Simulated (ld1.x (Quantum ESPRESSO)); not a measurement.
**samarium: PAW pseudisation with PBEsol, fully relativistic reference atom.**

Sm, PAW, made with ld1.x (Quantum ESPRESSO) 7.5 (PBEsol, fully relativistic). Core [Kr] 4d10, reference 4f6 5s2 5p6 5d0 6s1 6p0 (charge +1). Waves: 5s (bound): rcut 1.80, rcutus 2.15 bohr; 6s (bound): rcut 1.80, rcutus 2.15 bohr; 5p (bound): rcut 2.15, rcutus 2.85 bohr; 6p (bound, empty): rcut 2.15, rcutus 2.85 bohr; 5d (bound, empty): rcut 2.30, rcutus 2.80 bohr; 5d channel at 3.2 Ry: rcut 2.30, rcutus 2.80 bohr; 4f (bound): rcut 0.65, rcutus 0.80 bohr; 4f channel at 3.1 Ry: rcut 0.65, rcutus 0.80 bohr. Local part: all-electron potential smoothed inside 0.90 bohr (lloc = -1). Core correction: Bessel-smoothed model core inside 0.45 bohr. Augmentation charge: PSQ, radius 0.70 bohr.

Open shells are filled in proportion to 2j + 1 (rel_dist='average').

All-electron outer shells of the reference configuration (PBEsol, scalar-relativistic, ld1.x):

```json
{"shell": "4p", "level (eV)": "-253.27", "outermost node (bohr)": "0.30", "outermost maximum (bohr)": "0.56"}
{"shell": "4d", "level (eV)": "-134.78", "outermost node (bohr)": "0.28", "outermost maximum (bohr)": "0.59"}
{"shell": "5s", "level (eV)": "-49.48", "outermost node (bohr)": "0.69", "outermost maximum (bohr)": "1.27"}
{"shell": "5p", "level (eV)": "-29.41", "outermost node (bohr)": "0.74", "outermost maximum (bohr)": "1.43"}
{"shell": "4f", "level (eV)": "-8.62", "outermost node (bohr)": "–", "outermost maximum (bohr)": "0.61"}
{"shell": "6s", "level (eV)": "-8.42", "outermost node (bohr)": "1.69", "outermost maximum (bohr)": "3.44"}
{"shell": "5d", "level (eV)": "-7.22", "outermost node (bohr)": "0.84", "outermost maximum (bohr)": "2.09"}
{"shell": "6p", "level (eV)": "-5.27", "outermost node (bohr)": "2.02", "outermost maximum (bohr)": "4.36"}
```

Calculated quality:

- Configuration tests: test run stopped at test 3 of 7 (negative rho)
- Density cutoff estimated by the generator: 1371 Ry

The ghost test of this file was not conclusive.

Generation and tests took about 3 s on one core of a shared server CPU.
